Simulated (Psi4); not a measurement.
CHO₂, doublet, geometry from GFN2-xTB; Psi4 with CCSD(T)/6-31G*.

Input for Psi4:
```
memory 2 GB

molecule {
0 2
O    -1.03300099   -0.39412693   -0.00168439
C    -0.02709385    0.41048045   -0.01284311
O     1.15649400    0.25596664    0.00752085
H    -0.82538098   -1.35760035    0.03036691
}

set {
  basis 6-31g*
  reference uhf
  freeze_core true
}

energy('ccsd(t)')
print_variables()
```

Problem. Write the output that Psi4 gives for this input, abridged.

Solution. 
```
   => Loading Basis Set <=

    Name: 6-31G*
    Role: ORBITAL
    Keyword: BASIS

         ---------------------------------------------------------
                                   SCF
               by Justin Turney, Rob Parrish, Andy Simmonett
                          and Daniel G. A. Smith
                              UHF Reference
         ---------------------------------------------------------

  ==> Geometry <==

    Molecular point group: c1
    Full point group: C1

    Geometry (in Angstrom), charge = 0, multiplicity = 2:

       Center              X                  Y                   Z               Mass
    ------------   -----------------  -----------------  -----------------  -----------------
         O           -1.051186256578    -0.424076929905    -0.001014152650    15.994914619570
         C           -0.045279116578     0.380530450095    -0.012172872650    12.000000000000
         O            1.138308733422     0.226016640095     0.008191087350    15.994914619570
         H           -0.843566246578    -1.387550349905     0.031037147350     1.007825032230

  Running in c1 symmetry.

  Rotational constants: A =      5.23583  B =      0.38935  C =      0.36240 [cm^-1]
  Rotational constants: A = 156966.35027  B =  11672.32718  C =  10864.42697 [MHz]
  Nuclear repulsion =   63.409222011204328

  Charge       = 0
  Multiplicity = 2
  Electrons    = 23
  Nalpha       = 12
  Nbeta        = 11

  ==> Algorithm <==

  SCF Algorithm Type is PK.
  DIIS enabled.
  MOM disabled.
  Fractional occupation disabled.
  Guess Type is SAD.
  Energy threshold   = 1.00e-08
  Density threshold  = 1.00e-08
  Integral threshold = 1.00e-12

  ==> Primary Basis <==

  Basis Set: 6-31G*
    Blend: 6-31G*
    Number of shells: 20
    Number of basis functions: 47
    Number of Cartesian functions: 47
    Spherical Harmonics?: false
    Max angular momentum: 2

  ==> Integral Setup <==

  Using in-core PK algorithm.
   Calculation information:
      Number of atoms:                   4
      Number of AO shells:              20
      Number of primitives:             49
      Number of atomic orbitals:        47
      Number of basis functions:        47

      Integral cutoff                 1.00e-12
      Number of threads:                 1

  Performing in-core PK
  Using 1273512 doubles for integral storage.
  We computed 21916 shell quartets total.
  Whereas there are 22155 unique shell quartets.

  ==> DiskJK: Disk-Based J/K Matrices <==

    J tasked:                  Yes
    K tasked:                  Yes
    wK tasked:                  No
    Schwarz Cutoff:          1E-12

  Minimum eigenvalue in the overlap matrix is 6.1267689843E-03.
  Reciprocal condition number of the overlap matrix is 1.0412972233E-03.
    Using symmetric orthogonalization.

  ==> Pre-Iterations <==

  SCF Guess: Superposition of Atomic Densities via on-the-fly atomic UHF (no occupation information).

   -------------------------
    Irrep   Nso     Nmo
   -------------------------
     A         47      47
   -------------------------
    Total      47      47
   -------------------------

  ==> Iterations <==

                        Total Energy        Delta E     RMS |[F,P]|

   @UHF iter SAD:  -187.36117566054997   -1.87361e+02   0.00000e+00
   @UHF iter   1:  -188.02688959470970   -6.65714e-01   1.01201e-02 DIIS/ADIIS
   @UHF iter   2:  -188.08172391528049   -5.48343e-02   7.19171e-03 DIIS/ADIIS
   @UHF iter   3:  -188.12161869832616   -3.98948e-02   1.14334e-03 DIIS/ADIIS
   @UHF iter   4:  -188.12326303462021   -1.64434e-03   4.64700e-04 DIIS/ADIIS
   @UHF iter   5:  -188.12356704960598   -3.04015e-04   1.38502e-04 DIIS/ADIIS
   @UHF iter   6:  -188.12362495923105   -5.79096e-05   6.46898e-05 DIIS
   @UHF iter   7:  -188.12364659048077   -2.16312e-05   4.11711e-05 DIIS
   @UHF iter   8:  -188.12366130159239   -1.47111e-05   2.64437e-05 DIIS
   @UHF iter   9:  -188.12367002484797   -8.72326e-06   1.32529e-05 DIIS
   @UHF iter  10:  -188.12367213123727   -2.10639e-06   5.88221e-06 DIIS
   @UHF iter  11:  -188.12367244661718   -3.15380e-07   2.41692e-06 DIIS
   @UHF iter  12:  -188.12367248839854   -4.17814e-08   9.26832e-07 DIIS
   @UHF iter  13:  -188.12367249399492   -5.59638e-09   2.94918e-07 DIIS
   @UHF iter  14:  -188.12367249453501   -5.40098e-10   1.24110e-07 DIIS
   @UHF iter  15:  -188.12367249461920   -8.41851e-11   6.81123e-08 DIIS
   @UHF iter  16:  -188.12367249464492   -2.57216e-11   3.58709e-08 DIIS
   @UHF iter  17:  -188.12367249465103   -6.11067e-12   1.20312e-08 DIIS
   @UHF iter  18:  -188.12367249465157   -5.40012e-13   5.43712e-09 DIIS
  Energy and wave function converged.

  ==> Post-Iterations <==

   @Spin Contamination Metric:   1.204823339E-02
   @S^2 Expected:                7.500000000E-01
   @S^2 Observed:                7.620482334E-01
   @S   Expected:                5.000000000E-01
   @S   Observed:                5.000000000E-01

    Orbital Energies [Eh]
    ---------------------

    Alpha Occupied:

[...]
    Alpha Virtual:

[...]
    Beta Occupied:

[...]
    Beta Virtual:

[...]
    Final Occupation by Irrep:
              A
    DOCC [    11 ]
    SOCC [     1 ]
    NA   [    12 ]
    NB   [    11 ]

  @UHF Final Energy:  -188.12367249465157

   => Energetics <=

    Nuclear Repulsion Energy =             63.4092220112043279
    One-Electron Energy =                -383.5577414075848992
    Two-Electron Energy =                 132.0248469017289779
    Total Energy =                       -188.1236724946515722

  UHF NO Occupations:
  HONO-2 :   10  A 1.9974417
  HONO-1 :   11  A 1.9973801
  HONO-0 :   12  A 1.0000000
  LUNO+0 :   13  A 0.0026199
  LUNO+1 :   14  A 0.0025583
  LUNO+2 :   15  A 0.0006268
  LUNO+3 :   16  A 0.0001059

Computation Completed

Properties will be evaluated at   0.000000,   0.000000,   0.000000 [a0]

Properties computed using the SCF density matrix

 Multipole Moments:

[...]
     4        -0.469580042683703    7.008e-03    0.030166    0.000000    0.000000    0.000000
     5        -0.469507059483883    3.795e-03    0.031269    0.000000    0.000000    0.000000
     6        -0.469571316714084    1.561e-03    0.031648    0.000000    0.000000    0.000000
     7        -0.469578456035933    6.616e-04    0.031733    0.000000    0.000000    0.000000
     8        -0.469585987554916    2.389e-04    0.031745    0.000000    0.000000    0.000000
     9        -0.469588020016175    1.001e-04    0.031749    0.000000    0.000000    0.000000
    10        -0.469585809382486    4.268e-05    0.031753    0.000000    0.000000    0.000000
    11        -0.469586559956381    1.732e-05    0.031753    0.000000    0.000000    0.000000
    12        -0.469586239027442    6.369e-06    0.031754    0.000000    0.000000    0.000000
    13        -0.469586592461515    2.873e-06    0.031754    0.000000    0.000000    0.000000
    14        -0.469586610832024    1.290e-06    0.031754    0.000000    0.000000    0.000000
    15        -0.469586620490573    6.085e-07    0.031754    0.000000    0.000000    0.000000
    16        -0.469586612028791    2.913e-07    0.031754    0.000000    0.000000    0.000000
    17        -0.469586609063477    1.577e-07    0.031754    0.000000    0.000000    0.000000
    18        -0.469586610705916    6.043e-08    0.031754    0.000000    0.000000    0.000000

    Iterations converged.

    Largest TIA Amplitudes:
              5   0        -0.0419296712
              8   1         0.0415954722
              8   2         0.0168427747
              6   3        -0.0137867273
              8   3         0.0111423240
              5   5         0.0104527283
              7  13        -0.0097502615
              7   5        -0.0090405992
              4   3         0.0080601933
              8   4        -0.0070003407

    Largest Tia Amplitudes:
              7   0         0.0686003846
              4   1        -0.0548477266
              6   1         0.0274385040
              7   2        -0.0247569076
              5   0        -0.0226365487
              7   6        -0.0167525781
              5   2         0.0156248647
              4   5         0.0139755788
              6   5        -0.0113703443
              3   2         0.0109118900

    Largest TIJAB Amplitudes:
      8   7   3   0        -0.0204664709
      7   6   2   0        -0.0190902590
      7   3   7   0        -0.0126449133
      5   2   6   0        -0.0118401381
      8   7   1   0        -0.0117120384
      7   6   9   0         0.0114897013
      8   5   5   4         0.0096992666
      8   7  10   0        -0.0096179271
      5   3   7   0         0.0090524055
      8   7   7   0        -0.0090403788

    Largest Tijab Amplitudes:
      7   6   1   0         0.0250986860
      7   6   2   1         0.0181651333
      7   6   3   1         0.0154788520
      6   5   1   0         0.0154685735
      7   4   1   0        -0.0136429065
      4   2   7   1        -0.0126376194
      6   5  10   1         0.0117072853
      7   6  14   1         0.0111411304
      7   6  14  13         0.0109944516
      6   3   8   1        -0.0099079303

    Largest TIjAb Amplitudes:
      7   6   0   1        -0.0711644010
      5   4   0   1        -0.0431185583
      7   7   0   0        -0.0395230595
      7   7   0   2         0.0278316505
      7   6   0  13        -0.0255884587
      5   7   0   0         0.0252418181
      7   6  13   1        -0.0250451153
      7   6  13  13        -0.0226241622
      2   2   1   2        -0.0224727163
      5   4  11  11        -0.0218431686

    SCF energy       (wfn)                    = -188.123672494651572
    Reference energy (file100)                = -188.123672494651601

    Opposite-spin MP2 correlation energy      =   -0.331801239927997
    Same-spin MP2 correlation energy          =   -0.128624974642226
    Singles MP2 correlation energy            =   -0.000000000000000
    MP2 correlation energy                    =   -0.460426214570222
      * MP2 total energy                      = -188.584098709221820

    Opposite-spin CCSD correlation energy     =   -0.357095376540490
    Same-spin CCSD correlation energy         =   -0.112491234165426
    Singles CCSD correlation energy           =   -0.000000000000000
    CCSD correlation energy                   =   -0.469586610705916
      * CCSD total energy                     = -188.593259105357504

            **************************
            *                        *
            *        CCTRIPLES       *
            *                        *
            **************************

    Wave function   =    CCSD_T
    Reference wfn   =      UHF

    Nuclear Rep. energy (wfn)                =   63.409222011204328
    SCF energy          (wfn)                = -188.123672494651572
    Reference energy    (file100)            = -188.123672494651601
    CCSD energy         (file100)            =   -0.469586610705916
    Total CCSD energy   (file100)            = -188.593259105357504

    Number of ijk index combinations:
    Spin Case AAA:                                  84
    Spin Case BBB:                                  56
    Spin Case AAB:                                 288
    Spin Case ABB:                                 252
    AAA (T) energy                             =   -0.000394202949288
    BBB (T) energy                             =   -0.000349202448433
    AAB (T) energy                             =   -0.007147387819126
    ABB (T) energy                             =   -0.006763323502163
    (T) energy                                   =   -0.014654116719010
      * CCSD(T) total energy                     = -188.607913222076519

  Variable Map:
  ----------------------------------------------------------------------------
[...]
  Array Variable Map:
  ----------------------------------------------------------------------------
[...]
[...]
```
